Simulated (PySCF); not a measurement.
**Spinor energies of Te(22+) (tellurium, charge +22)**

Start: [Ar] 3d10 4s2. Calculated with PySCF 2.14 in an uncontracted even-tempered set (20 s from 0.62 bohr⁻², ratio 2.6; 15 p from 0.81 bohr⁻², ratio 2.6; 10 d from 0.81 bohr⁻², ratio 2.6; 6 f from 0.83 bohr⁻², ratio 2.8): generalised Hartree-Fock with the X2C-1e Hamiltonian and a Gaussian nucleus; spin-orbit coupling (SO) screened by Boettger's factors.

```
spinor shell  electrons  ε, screened SO (eV)  weight of nominal j (screened SO)  rms radius, screened SO (bohr)
       1s1/2          2             -32640.5                              1.000                          0.0318
       2s1/2          2              -5654.6                              1.000                           0.129
       2p1/2          2              -5329.8                              1.000                           0.112
       3s1/2          2              -1655.4                              1.000                           0.338
       3p1/2          2              -1519.7                              1.000                           0.331
       3p3/2          4              -1464.7                              1.000                           0.341
       3d3/2          4              -1233.1                              1.000                           0.312
       3d5/2          6              -1221.7                              1.000                           0.315
       4s1/2          2              -708.30                              1.000                           0.721
```

(1) Where does 2p3/2 lie, and what is the 2p spin-orbit splitting (screened SO)?

```csv
quantity,screened SO
E (hartree),-6577.99332
M_J,0
⟨J²⟩,0.000
⟨L²⟩,0.014
⟨S²⟩,0.014
```

Breit and QED terms are absent; they matter most for the inner s and p1/2 levels.

Densities and radii are taken from the X2C orbitals without a picture-change correction, which distorts them close to the nucleus.

Answers

(1) At -5051.7 eV, 278.07 eV above 2p1/2.
